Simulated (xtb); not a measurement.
xtb input (GFN-FF):

```bash
xtb mol.xyz --gfnff --opt tight --chrg 0 --uhf 0
```
mol.xyz:
```
9

Si     0.39735093     0.01673678    -0.03243247
F      0.71388762    -1.25455577     0.85024217
F      0.61041922     1.27616569     0.89705804
F      1.43733448     0.08101535    -1.20914561
O     -1.07346929    -0.03193275    -0.65781548
C     -2.31719567    -0.09487611     0.04155759
H     -3.10872634    -0.12096651    -0.70419930
H     -2.37000816    -0.99686586     0.65369173
H     -2.44802189     0.78460868     0.67434889
```

End of the output:

```
         :::::::::::::::::::::::::::::::::::::::::::::::::::::
         ::                     SUMMARY                     ::
         :::::::::::::::::::::::::::::::::::::::::::::::::::::
         :: total energy              -1.057425006703 Eh    ::
         :: gradient norm              0.000134191303 Eh/a0 ::
         ::.................................................::
         :: bond energy               -0.985597218838 Eh    ::
         :: angle energy               0.009808092247 Eh    ::
         :: torsion energy             0.000000848449 Eh    ::
         :: repulsion energy           0.072733482117 Eh    ::
         :: electrostat energy        -0.151085134990 Eh    ::
         :: dispersion energy         -0.003239905284 Eh    ::
         :: HB energy                  0.000000000000 Eh    ::
         :: XB energy                  0.000000000000 Eh    ::
         :: bonded atm energy         -0.000045170404 Eh    ::
         :: external energy            0.000000000000 Eh    ::
         :: add. restraining           0.000000000000 Eh    ::
         :: total charge              -0.000000000000 e     ::
         :::::::::::::::::::::::::::::::::::::::::::::::::::::

           -------------------------------------------------
          |                Property Printout                |
           -------------------------------------------------

molecular dipole:
                 x           y           z       tot (Debye)
 q only:       -1.904      -0.081       0.189       4.868
           -------------------------------------------------
          |                Geometry Summary                 |
           -------------------------------------------------

      molecular mass/u    :      116.1146713
   center of mass at/Å    :        0.0127507       0.0012599      -0.0227722
  moments of inertia/u·Å² :        0.1259078E+03   0.2149936E+03   0.2170310E+03
rotational constants/cm⁻¹ :        0.1338887E+00   0.7840992E-01   0.7767383E-01

 * 8 selected distances

     #   Z          #   Z                                           value/Å
     1  14 Si       2   9 F                                       1.5784874
     1  14 Si       3   9 F                                       1.5784867
     1  14 Si       4   9 F                                       1.5815648
     1  14 Si       5   8 O                                       1.6401903 (max)
     5   8 O        6   6 C                                       1.3797127
     6   6 C        7   1 H                                       1.0953413 (min)
Note: The following floating-point exceptions are signalling: IEEE_UNDERFLOW_FLAG IEEE_DENORMAL
normal termination of xtb
     6   6 C        8   1 H                                       1.0965750
     6   6 C        9   1 H                                       1.0965803

 * 4 distinct bonds (by element types)

   Z      Z             #   av. dist./Å        max./Å        min./Å
   1 H    6 C           3     1.0961655     1.0965803     1.0953413
   6 C    8 O           1     1.3797127     1.3797127     1.3797127
   8 O   14 Si          1     1.6401903     1.6401903     1.6401903
   9 F   14 Si          3     1.5795130     1.5815648     1.5784867

optimized geometry written to: xtbopt.xyz

           -------------------------------------------------
          | TOTAL ENERGY               -1.057425006703 Eh   |
          | GRADIENT NORM               0.000134191303 Eh/α |
           -------------------------------------------------
########################################################################
[WARNING] Runtime exception occurred
-1- gfnff_setup: Could not read topology file.
########################################################################

------------------------------------------------------------------------
------------------------------------------------------------------------
 total:
 SCF:
 ANC optimizer:
```
